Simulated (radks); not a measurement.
The numbers below are computed, except where a source is named.
Task: The caesium anion Cs-, [Xe] 6s2, held by a Watson sphere: a shell of charge +1 at radius R that stands for the Madelung well of a crystal (potential energy -1/R inside, -1/r outside, in hartree with lengths in bohr). Level of theory: scalar-relativistic Kohn-Sham, LDA (Slater exchange, Perdew-Wang correlation), spin-polarised, spherical densities, finite nucleus; Fermi nuclear charge, rms radius of each element as measured or else 0.836 A^(1/3) + 0.57 fm (a radial shooting solver on a logarithmic mesh with Libxc functionals). Response by self-consistent Sternheimer equations with the Hartree and adiabatic LDA kernel, the relativistic mass of each level held fixed and spin-orbit coupling left out. The sphere does not respond.

R (bohr)  e(5s) (eV)  e(5p) (eV)  e(6s) (eV)  <r> 6s (bohr)  sum of <r^2> (bohr^2)  X-ray form factor at sin(theta)/lambda = 0.1 1/angstrom  alpha (bohr^3)
4.15         -27.419     -14.206      -3.118          5.114                  111.0                                                   50.700           305.1
5.22         -26.711     -13.474      -2.870          5.442                  118.7                                                   50.637           389.2
5.4          -26.630     -13.390      -2.825          5.498                  120.1                                                   50.630           406.1
5.71         -26.507     -13.262      -2.747          5.595                  122.5                                                   50.618           436.9
6.46         -26.276     -13.020      -2.559          5.818                  128.3                                                   50.598           518.1
6.5          -26.265     -13.009      -2.550          5.830                  128.6                                                   50.597           522.7

Estimate the row for R = 5.25 bohr.

Result: e(5s) (eV) -26.697; e(5p) (eV) -13.459; e(6s) (eV) -2.863; <r> 6s (bohr) 5.451; sum of <r^2> (bohr^2) 118.9; X-ray form factor at sin(theta)/lambda = 0.1 1/angstrom 50.636; alpha (bohr^3) 392.0.
